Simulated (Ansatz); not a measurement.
`[NH2][Ga]([SH])[Cl]` and `[NH2][Ga]([SH])[SH]` differ in one atom or group.

Ansatz, PBE0-D4/def2-TZVP geometries, multiplicity 1. Each molecule was computed in one conformer, which needn't be the lowest.

Scalar relativity is left out up to krypton.

```json
{"property": "HOMO energy (B3LYP/def2-TZVPP) / eV", "`[NH2][Ga]([SH])[Cl]`": "-7.34"}
{"property": "size of the dipole moment (ωB97M-V/def2-TZVPP) / D", "`[NH2][Ga]([SH])[Cl]`": "1.66"}
{"property": "size of the dipole moment (PBE/def2-TZVPP) / D", "`[NH2][Ga]([SH])[Cl]`": "1.70"}
{"property": "HOMO energy (PBE/def2-TZVPP) / eV", "`[NH2][Ga]([SH])[Cl]`": "-6.26"}
{"property": "zero-point energy (PBE0-D4/def2-TZVP) / kJ/mol", "`[NH2][Ga]([SH])[Cl]`": "94.5"}
{"property": "LUMO energy (ωB97M-V/def2-TZVPP) / eV", "`[NH2][Ga]([SH])[Cl]`": "1.13"}
```

Task: Give the same properties after the change, and the shifts. (Best estimate.)

Result: Ansatz gave: 
| property | `[NH2][Ga]([SH])[SH]` | shift |
| --- | --- | --- |
| HOMO energy (B3LYP/def2-TZVPP) / eV | -7.09 | 0.25 |
| size of the dipole moment (ωB97M-V/def2-TZVPP) / D | 0.56 | -1.10 |
| size of the dipole moment (PBE/def2-TZVPP) / D | 0.58 | -1.12 |
| HOMO energy (PBE/def2-TZVPP) / eV | -6.00 | 0.26 |
| zero-point energy (PBE0-D4/def2-TZVP) / kJ/mol | 115.2 | 20.7 |
| LUMO energy (ωB97M-V/def2-TZVPP) / eV | 1.32 | 0.19 |

The zero-point energy changes by 20.7 kJ/mol with +3 modes. Dipoles are sizes alone; their direction can turn.

B3LYP here is the variant with VWN-RPA as its local correlation; programs differ in this.
